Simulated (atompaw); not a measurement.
## Scattering properties, PAW (atompaw) potential for vanadium (V)

| Item | Value |
| --- | --- |
| Element | vanadium (V) |
| Generator | atompaw 4.2.0.5 |
| Type | PAW |
| Functional | LDA (PW92) |
| Relativity | scalar-relativistic |
| Frozen core | [Ne] |
| Valence charge | 13 |
| Reference configuration | 3s2 3p6 3d3 4s2 4p0 |
| Partial waves | 3s (bound); 4s (bound); 3p (bound); 4p (bound, empty); 3d (bound); 3d channel at 4.55 Ry |
| Local potential | ultrasoft scheme with l = 3 at 0 Ry, radius 1.05 bohr |
| Core correction | smooth core density matched at 1.25 bohr |
| Augmentation charge | sinc compensation charge, radius 1.30 bohr; PAW radius 1.45 bohr; waves and projectors: bloechl |

The phase is arctan(r·u′/u) with u = r·R(r), unwrapped; energies in Ry, scanned from -7 to 5 Ry. A pole is an energy at which the radial function vanishes at the test radius. The pseudo phase is shifted by a multiple of π to meet the all-electron one at the reference energy, and phase errors are pseudo minus all-electron; the curves can meet again beyond the range given. Levels narrower than the energy grid can be missing from the lists of poles.

```json
{"channel": "s", "radius (bohr)": "1.45", "reference energy (Ry)": "-0.36", "poles, all-electron": "-3.58", "poles, pseudo": "-3.58", "unbroken range about the reference energy with phases within 0.05 rad": "the whole range", "phase error 1 Ry above the reference energy (rad)": "-0.000"}
{"channel": "p", "radius (bohr)": "1.45", "reference energy (Ry)": "-0.11", "poles, all-electron": "-1.39", "poles, pseudo": "-1.39", "unbroken range about the reference energy with phases within 0.05 rad": "the whole range", "phase error 1 Ry above the reference energy (rad)": "-0.000"}
{"channel": "d", "radius (bohr)": "1.45", "reference energy (Ry)": "-0.40", "poles, all-electron": "1.76", "poles, pseudo": "1.76", "unbroken range about the reference energy with phases within 0.05 rad": "the whole range", "phase error 1 Ry above the reference energy (rad)": "+0.000"}
```

Phases in the s channel:

```
E (Ry)  all-electron  pseudo
 -7.00         0.877   0.876
 -6.76         0.759   0.758
 -6.52         0.585   0.584
 -6.28         0.323   0.322
 -6.04        -0.047  -0.047
 -5.80        -0.463  -0.463
 -5.56        -0.808  -0.808
 -5.32        -1.046  -1.046
 -5.08        -1.205  -1.205
 -4.84        -1.314  -1.314
 -4.60        -1.392  -1.392
 -4.36        -1.451  -1.451
 -4.12        -1.497  -1.497
 -3.88        -1.533  -1.534
 -3.64        -1.564  -1.564
 -3.40        -1.590  -1.590
 -3.16        -1.612  -1.612
 -2.92        -1.632  -1.632
 -2.68        -1.649  -1.650
 -2.44        -1.666  -1.666
 -2.20        -1.681  -1.681
 -1.96        -1.695  -1.695
 -1.72        -1.708  -1.708
 -1.48        -1.721  -1.721
 -1.24        -1.733  -1.733
 -1.00        -1.745  -1.745
 -0.76        -1.757  -1.757
 -0.52        -1.769  -1.769
 -0.28        -1.781  -1.781
 -0.04        -1.793  -1.793
  0.20        -1.805  -1.805
  0.44        -1.818  -1.818
  0.68        -1.831  -1.831
  0.92        -1.844  -1.845
  1.16        -1.859  -1.859
  1.40        -1.874  -1.874
  1.64        -1.890  -1.890
  1.88        -1.907  -1.908
  2.12        -1.926  -1.927
  2.36        -1.946  -1.947
  2.60        -1.968  -1.969
  2.84        -1.992  -1.994
  3.08        -2.018  -2.021
  3.32        -2.048  -2.052
  3.56        -2.081  -2.087
  3.80        -2.119  -2.126
  4.04        -2.161  -2.171
  4.28        -2.210  -2.224
  4.52        -2.267  -2.285
  4.76        -2.332  -2.357
  5.00        -2.409  -2.443
```
